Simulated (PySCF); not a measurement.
**How methods differ on the ionisation energy of Cr²⁺**

Cr²⁺ [Ar] 3d4 (5D) → Cr³⁺ [Ar] 3d3 (4F), as a difference of total energies. All numbers are calculated (PySCF 2.14, the spin-free X2C one-electron Hamiltonian (Gaussian nucleus), in x2c-TZVPPall with one added diffuse shell each of s, p, d, f type (7s6p5d3f1g, 80 functions)). Correlated levels: valence and next inner shell: [Ne] frozen. The calculations carry no spin-orbit coupling.

| method | ionisation energy (eV) | difference from reference (eV) |
| --- | --- | --- |
| UHF | 29.673 | -1.286 |
| MP2 (valence and next inner shell) | 30.983 | +0.024 |
| SCS-MP2 (valence and next inner shell) | 30.551 | -0.408 |
| CCSD (valence and next inner shell) | 30.752 | -0.207 |
| CCSD(T) (valence and next inner shell) | 30.785 | -0.174 |

Reference: 30.959 ± 0.025 eV (measured; NIST Atomic Spectra Database, ionization energies).

The reference lies between the lowest fine-structure levels, while these numbers refer to the centres of the terms.

Errors of the correlated levels include the incompleteness of this basis and the frozen core.
